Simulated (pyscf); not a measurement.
Single points on ωB97X-D3(BJ)/def2-SVP structures (PySCF, gas phase).

### Question
What is the homolytic dissociation enthalpy (298 K, ωB97M-D3(BJ)/def2-TZVP) of the C–C bond of F–CH(F)–CH=CH–Cl, to F–CH•–F + •HC=CH–Cl?

### Answer
C–C to F–CH•–F + •HC=CH–Cl: 4.51 eV. The 7 functionals that were run give +4.14 (r²SCAN) to +4.51 eV (ωB97M-D3(BJ)). The radicals are drawn with the spin at the cut bond; how far it spreads was not checked. Other isomers of •HC=CH–Cl were not searched in full and may lie lower.
